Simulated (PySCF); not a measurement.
# Computed records: ClH4N2Si, AlB2FH3, BH8NSi2, BFH6Si2 and others

Calculation on a computer-drawn molecule: the log of a Hartree-Fock and frozen-core CCSD(T) single point meant for a local Hartree-Fock minimum, with one planted fault or none, to be diagnosed. Offsets are logged minus clean, where the clean run is the same molecule without the fault. The reference is restricted for singlets and unrestricted otherwise, and also for a bond in bohr or an excited solution. Adding or removing an electron swaps singlet and doublet. The excited solution moves the top pair (singlet) or top alpha electron (doublet) to the lowest empty orbital. Highest occupied and lowest empty are orbital energies over both spins, largest force is the largest gradient component, triples share is (T) over the correlation energy, the T1 limit is 0.02 restricted and 0.045 unrestricted, electrons count all cores, a negative frequency is imaginary (commonest isotopes), and the dipole is about the centre of nuclear charge. Program: PySCF 2.14.0.

Common to all runs: logged SCF converged yes; possible faults no fault, one electron removed, one electron added, multiplicity raised by two, geometry at a saddle point, SCF held on an excited solution, minimal basis STO-3G, one bond length entered in bohr, all coordinates scaled.

```yaml
- entry: 1
  formula: ClH4N2Si
  logged_structure:
    atoms_angstrom:
      - ["N", -2.065, 1.2811, -2.548]
      - [Si, -1.1171, 0.9202, -1.1779]
      - ["N", 0.1418, 2.0748, -1.123]
      - [Cl, -0.1297, -0.9379, -1.2284]
      - [H, -1.6099, 1.4468, -3.4287]
      - [H, -2.9453, 0.8205, -2.6799]
      - [H, -0.0959, 3.0495, -1.1119]
      - [H, 0.9601, 1.8953, -0.5724]
  given:
    meant_charge: 0
    meant_multiplicity: 2
    meant_basis: "cc-pV(D+d)Z"
    logged_electrons: 50
    logged_basis_functions: 94
    logged_spin_squared: 0.0
    "logged_highest_occupied [eV]": 0.12192
    "logged_lowest_empty [eV]": 9.5386
    "logged_largest_force [hartree/bohr]": 0.097941
    logged_T1_diagnostic: 0.012335
    logged_D1_diagnostic: 0.046456
    logged_triples_share: 0.024747
    logged_CC_converged: "yes"
    "logged_dipole_magnitude [debye]": 3.4871
    logged_SCF_stable_within_its_kind: "yes"
    "logged_energy_HF [hartree]": -859.7113
    "logged_energy_CCSD(T) [hartree]": -860.34878
    drawn_bonds_atom: [1, 2, 2, 1, 1, 3, 3]
    drawn_bonds_other_atom: [2, 3, 4, 5, 6, 7, 8]
    drawn_bonds_order: [1, 1, 1, 1, 1, 1, 1]
  results:
    planted_fault: "one electron added"
    "HF_energy_offset_from_clean_run [kcal/mol]": 27.59
    "CCSD(T)_energy_offset_from_clean_run [kcal/mol]": 10.31
  notes: ["highest electron not bound in this basis"]
- entry: 2
  formula: AlB2FH3
  logged_structure:
    atoms_angstrom:
      - [F, -1.7677, 2.6827, -4.7006]
      - [B, -0.8148, 2.1507, -4.1377]
      - [B, 0.448, 1.4371, -3.2435]
      - [Al, 0.5596, 1.25, -1.0473]
      - [H, 1.3162, 1.0242, -3.954]
      - [H, 1.2579, 2.4573, -0.3424]
      - [H, -0.0649, -0.0698, -0.4903]
  given:
    meant_charge: 1
    meant_multiplicity: 1
    meant_basis: "cc-pV(D+d)Z"
    logged_electrons: 35
    logged_basis_functions: 80
    logged_spin_squared: 0.7575
    "logged_highest_occupied [eV]": -7.5798
    "logged_lowest_empty [eV]": 1.1681
    "logged_largest_force [hartree/bohr]": 0.082669
    logged_T1_diagnostic: 0.01798
    logged_D1_diagnostic: 0.057672
    logged_triples_share: 0.026094
    logged_CC_converged: "yes"
    "logged_dipole_magnitude [debye]": 1.3242
    logged_SCF_stable_within_its_kind: "yes"
    "logged_energy_HF [hartree]": -392.4269
    "logged_energy_CCSD(T) [hartree]": -392.87714
    drawn_bonds_atom: [1, 2, 3, 3, 4, 4]
    drawn_bonds_other_atom: [2, 3, 4, 5, 6, 7]
    drawn_bonds_order: [1, 1, 1, 1, 1, 1]
  results:
    planted_fault: "one electron added"
    "HF_energy_offset_from_clean_run [kcal/mol]": -154.0
    "CCSD(T)_energy_offset_from_clean_run [kcal/mol]": -165.2
- entry: 3
  formula: BH8NSi2
  logged_structure:
    atoms_angstrom:
      - [Si, 1.7622, -1.7968, -1.2175]
      - [B, -0.0624, -1.9114, -0.2878]
      - ["N", -1.3148, -1.8315, -0.9233]
      - [Si, -1.7202, -1.6205, -2.6166]
      - [H, 2.5363, -0.6583, -0.6565]
      - [H, 1.6918, -1.6129, -2.6913]
      - [H, 2.5343, -3.0396, -0.9536]
      - [H, -0.0565, -2.0604, 0.9096]
      - [H, -2.1083, -1.9071, -0.312]
      - [H, -1.1897, -2.729, -3.4366]
      - [H, -3.1972, -1.61, -2.695]
      - [H, -1.1885, -0.3454, -3.14]
  given:
    meant_charge: 0
    meant_multiplicity: 1
    meant_basis: "cc-pV(D+d)Z"
    logged_electrons: 48
    logged_basis_functions: 114
    logged_spin_squared: 0.0
    "logged_highest_occupied [eV]": -4.4172
    "logged_lowest_empty [eV]": -3.9436
    "logged_largest_force [hartree/bohr]": 0.079263
    "logged_dipole_magnitude [debye]": 1.0842
    logged_SCF_stable_within_its_kind: "no"
    "logged_energy_HF [hartree]": -661.22675
    drawn_bonds_atom: [1, 2, 3, 1, 1, 1, 2, 3, 4, 4, 4]
    drawn_bonds_other_atom: [2, 3, 4, 5, 6, 7, 8, 9, 10, 11, 12]
    drawn_bonds_order: [1, 1, 1, 1, 1, 1, 1, 1, 1, 1, 1]
  results:
    planted_fault: "SCF held on an excited solution"
    "HF_energy_offset_from_clean_run [kcal/mol]": 303.0
  notes: ["coupled-cluster numbers left out as unreliable"]
- entry: 4
  formula: BFH6Si2
  logged_structure:
    atoms_angstrom:
      - [F, -1.8842, 2.1733, 3.5373]
      - [B, -1.8194, 0.9287, 3.0701]
      - [Si, 0.0023, 0.0581, 2.7309]
      - [Si, 0.6279, 0.3222, 0.456]
      - [H, -2.8697, 0.3918, 2.8397]
      - [H, 1.0548, 0.6543, 3.5918]
      - [H, -0.0845, -1.3972, 3.0188]
      - [H, -0.3886, -0.2993, -0.4275]
      - [H, 1.9378, -0.3254, 0.2074]
      - [H, 0.7315, 1.7617, 0.1149]
  given:
    meant_charge: 0
    meant_multiplicity: 1
    meant_basis: "cc-pV(D+d)Z"
    logged_electrons: 48
    logged_basis_functions: 104
    logged_spin_squared: 0.0
    "logged_highest_occupied [eV]": -10.634
    "logged_lowest_empty [eV]": 1.7804
    "logged_largest_force [hartree/bohr]": 2.5606e-05
    "logged_lowest_frequency [cm^-1]": 33.121
    logged_T1_diagnostic: 0.015311
    logged_D1_diagnostic: 0.051423
    logged_triples_share: 0.023317
    logged_CC_converged: "yes"
    "logged_dipole_magnitude [debye]": 0.81457
    logged_SCF_stable_within_its_kind: "yes"
    "logged_energy_HF [hartree]": -705.5203
    "logged_energy_CCSD(T) [hartree]": -706.06561
    drawn_bonds_atom: [1, 2, 3, 2, 3, 3, 4, 4, 4]
    drawn_bonds_other_atom: [2, 3, 4, 5, 6, 7, 8, 9, 10]
    drawn_bonds_order: [1, 1, 1, 1, 1, 1, 1, 1, 1]
  results:
    planted_fault: "no fault"
    "HF_energy_offset_from_clean_run [kcal/mol]": 0.0
    "CCSD(T)_energy_offset_from_clean_run [kcal/mol]": 0.0
- entry: 5
  formula: B2H4OSi
  logged_structure:
    atoms_angstrom:
      - [B, -0.6664, 0.2338, -0.4508]
      - [B, 0.6049, 1.29, -0.2566]
      - [Si, 2.4817, 0.877, 0.5365]
      - [O, 3.3325, 0.4548, -0.8269]
      - [H, -1.4387, -0.0088, 0.4397]
      - [H, -0.8337, -0.3501, -1.4916]
      - [H, 0.4449, 2.455, -0.5428]
      - [H, 2.9349, 0.417, -1.6841]
  given:
    meant_charge: 0
    meant_multiplicity: 1
    meant_basis: "cc-pV(D+d)Z"
    logged_electrons: 35
    logged_basis_functions: 85
    logged_spin_squared: 0.7867
    "logged_highest_occupied [eV]": -16.525
    "logged_lowest_empty [eV]": -6.2058
    "logged_largest_force [hartree/bohr]": 0.049697
    logged_T1_diagnostic: 0.024506
    logged_D1_diagnostic: 0.07957
    logged_triples_share: 0.028889
    logged_CC_converged: "yes"
    "logged_dipole_magnitude [debye]": 1.6261
    logged_SCF_stable_within_its_kind: "yes"
    "logged_energy_HF [hartree]": -415.1734
    "logged_energy_CCSD(T) [hartree]": -415.6345
    drawn_bonds_atom: [1, 2, 3, 1, 1, 2, 4]
    drawn_bonds_other_atom: [2, 3, 4, 5, 6, 7, 8]
    drawn_bonds_order: [1, 1, 1, 1, 1, 1, 1]
  results:
    planted_fault: "one electron removed"
    "HF_energy_offset_from_clean_run [kcal/mol]": 165.4
    "CCSD(T)_energy_offset_from_clean_run [kcal/mol]": 184.1
- entry: 6
  formula: CH3AlBF
  logged_structure:
    atoms_angstrom:
      - [F, -3.1832, -4.2541, -0.8755]
      - [B, -2.1593, -3.7218, -1.432]
      - [C, -1.0672, -3.0768, -1.979]
      - [Al, -0.6494, -1.3447, -1.2896]
      - [H, -0.4735, -3.5325, -2.7646]
      - [H, -1.5679, -0.751, -0.1419]
      - [H, 0.5783, -0.5186, -1.8434]
  given:
    meant_charge: 0
    meant_multiplicity: 1
    meant_basis: "cc-pV(D+d)Z"
    logged_electrons: 37
    logged_basis_functions: 80
    logged_spin_squared: 0.7813
    "logged_highest_occupied [eV]": 0.92899
    "logged_lowest_empty [eV]": 7.6255
    "logged_largest_force [hartree/bohr]": 0.030924
    logged_T1_diagnostic: 0.01768
    logged_D1_diagnostic: 0.053532
    logged_triples_share: 0.029332
    logged_CC_converged: "yes"
    "logged_dipole_magnitude [debye]": 7.7401
    logged_SCF_stable_within_its_kind: "yes"
    "logged_energy_HF [hartree]": -405.61798
    "logged_energy_CCSD(T) [hartree]": -406.13879
    drawn_bonds_atom: [1, 2, 3, 3, 4, 4]
    drawn_bonds_other_atom: [2, 3, 4, 5, 6, 7]
    drawn_bonds_order: [1, 2, 1, 1, 1, 1]
  results:
    planted_fault: "one electron added"
    "HF_energy_offset_from_clean_run [kcal/mol]": 31.21
    "CCSD(T)_energy_offset_from_clean_run [kcal/mol]": 20.97
  notes: ["highest electron not bound in this basis"]
- entry: 7
  formula: AlBFH4
  logged_structure:
    atoms_angstrom:
      - [F, -1.5862, 0.5186, -2.1773]
      - [B, -0.6159, 0.3588, -1.0918]
      - [Al, 0.9802, -1.0764, -1.5552]
      - [H, -0.0697, 1.4452, -0.8371]
      - [H, -1.1816, -0.0536, -0.0647]
      - [H, 2.2071, -1.4346, -0.5239]
      - [H, 1.2586, -2.0068, -2.8779]
  given:
    meant_charge: -1
    meant_multiplicity: 1
    meant_basis: "aug-cc-pV(D+d)Z"
    logged_electrons: 32
    logged_basis_functions: 114
    logged_spin_squared: 0.0
    "logged_highest_occupied [eV]": -3.3007
    "logged_lowest_empty [eV]": 3.2137
    "logged_largest_force [hartree/bohr]": 2.8332e-05
    "logged_lowest_frequency [cm^-1]": 113.35
    logged_T1_diagnostic: 0.014283
    logged_D1_diagnostic: 0.030479
    logged_triples_share: 0.026281
    logged_CC_converged: "yes"
    "logged_dipole_magnitude [debye]": 1.2167
    logged_SCF_stable_within_its_kind: "yes"
    "logged_energy_HF [hartree]": -368.40399
    "logged_energy_CCSD(T) [hartree]": -368.85508
    drawn_bonds_atom: [1, 2, 2, 2, 3, 3]
    drawn_bonds_other_atom: [2, 3, 4, 5, 6, 7]
    drawn_bonds_order: [1, 1, 1, 1, 1, 1]
  results:
    planted_fault: "no fault"
    "HF_energy_offset_from_clean_run [kcal/mol]": 0.0
    "CCSD(T)_energy_offset_from_clean_run [kcal/mol]": 0.0
- entry: 8
  formula: AlBH5Si
  logged_structure:
    atoms_angstrom:
      - [Al, 0.7185, -2.9022, -0.4657]
      - [B, -0.467, -1.4673, -1.5184]
      - [Si, -2.1165, -0.6733, -0.8706]
      - [H, 1.8892, -2.4496, 0.5066]
      - [H, 0.4687, -4.4608, -0.6366]
      - [H, -0.1286, -1.0853, -2.6099]
      - [H, -2.7253, -0.99, 0.4391]
      - [H, -2.9373, 0.3194, -1.5955]
  given:
    meant_charge: 0
    meant_multiplicity: 2
    meant_basis: "cc-pV(D+d)Z"
    logged_electrons: 37
    logged_basis_functions: 28
    logged_spin_squared: 0.7618
    "logged_highest_occupied [eV]": -5.2414
    "logged_lowest_empty [eV]": 5.732
    "logged_largest_force [hartree/bohr]": 0.04473
    logged_T1_diagnostic: 0.019355
    logged_D1_diagnostic: 0.097609
    logged_triples_share: 0.0135
    logged_CC_converged: "yes"
    "logged_dipole_magnitude [debye]": 0.18404
    logged_SCF_stable_within_its_kind: "yes"
    "logged_energy_HF [hartree]": -551.7871
    "logged_energy_CCSD(T) [hartree]": -551.93182
    drawn_bonds_atom: [1, 2, 1, 1, 2, 3, 3]
    drawn_bonds_other_atom: [2, 3, 4, 5, 6, 7, 8]
    drawn_bonds_order: [1, 1, 1, 1, 1, 1, 1]
  results:
    planted_fault: "minimal basis STO-3G"
    "HF_energy_offset_from_clean_run [kcal/mol]": 4129
    "CCSD(T)_energy_offset_from_clean_run [kcal/mol]": 4225
- entry: 9
  formula: CH6AlB2
  logged_structure:
    atoms_angstrom:
      - [B, 1.3774, -2.4058, -0.6034]
      - [C, 1.5041, -1.969, 0.8602]
      - [B, 2.5054, -0.8992, 1.309]
      - [Al, 0.5426, -2.9858, 2.2283]
      - [H, 0.3323, -2.3434, -1.1953]
      - [H, 2.3412, -2.8386, -1.1823]
      - [H, 3.6798, -1.0503, 1.0871]
      - [H, 2.1551, 0.0909, 1.8951]
      - [H, 0.743, -2.6199, 3.7495]
      - [H, -0.4112, -4.1634, 1.7907]
  given:
    meant_charge: 0
    meant_multiplicity: 2
    meant_basis: "cc-pV(D+d)Z"
    logged_electrons: 35
    logged_basis_functions: 30
    logged_spin_squared: 0.7619
    "logged_highest_occupied [eV]": -7.3286
    "logged_lowest_empty [eV]": 5.5565
    "logged_largest_force [hartree/bohr]": 0.043522
    logged_T1_diagnostic: 0.019206
    logged_D1_diagnostic: 0.086318
    logged_triples_share: 0.017359
    logged_CC_converged: "yes"
    "logged_dipole_magnitude [debye]": 1.3118
    logged_SCF_stable_within_its_kind: "yes"
    "logged_energy_HF [hartree]": -328.59151
    "logged_energy_CCSD(T) [hartree]": -328.78452
    drawn_bonds_atom: [1, 2, 2, 1, 1, 3, 3, 4, 4]
    drawn_bonds_other_atom: [2, 3, 4, 5, 6, 7, 8, 9, 10]
    drawn_bonds_order: [1, 1, 1, 1, 1, 1, 1, 1, 1]
  results:
    planted_fault: "minimal basis STO-3G"
    "HF_energy_offset_from_clean_run [kcal/mol]": 2508
    "CCSD(T)_energy_offset_from_clean_run [kcal/mol]": 2648
- entry: 10
  formula: CH7NSi2
  logged_structure:
    atoms_angstrom:
      - [C, 1.1806, -0.8471, -1.9249]
      - [Si, 0.52, -0.7326, -0.3785]
      - ["N", -0.3707, 0.5825, 0.2482]
      - [Si, -1.1044, 0.8367, 1.806]
      - [H, 1.1004, -0.0788, -2.685]
      - [H, 1.7292, -1.7383, -2.2087]
      - [H, 0.6417, -1.7874, 0.635]
      - [H, -0.4879, 1.341, -0.4046]
      - [H, -0.8355, -0.3626, 2.625]
      - [H, -0.5384, 2.0313, 2.4716]
      - [H, -2.5655, 1.0358, 1.6792]
  given:
    meant_charge: 0
    meant_multiplicity: 1
    meant_basis: "cc-pV(D+d)Z"
    logged_electrons: 48
    logged_basis_functions: 109
    logged_spin_squared: 0.0
    "logged_highest_occupied [eV]": -2.3467
    "logged_lowest_empty [eV]": -2.6524
    "logged_largest_force [hartree/bohr]": 0.24407
    logged_CC_converged: "no"
    "logged_dipole_magnitude [debye]": 6.0447
    logged_SCF_stable_within_its_kind: "no"
    "logged_energy_HF [hartree]": -673.82781
    drawn_bonds_atom: [1, 2, 3, 1, 1, 2, 3, 4, 4, 4]
    drawn_bonds_other_atom: [2, 3, 4, 5, 6, 7, 8, 9, 10, 11]
    drawn_bonds_order: [2, 1, 1, 1, 1, 1, 1, 1, 1, 1]
  results:
    planted_fault: "SCF held on an excited solution"
    "HF_energy_offset_from_clean_run [kcal/mol]": 271.6
  notes: ["CCSD not converged"]
```
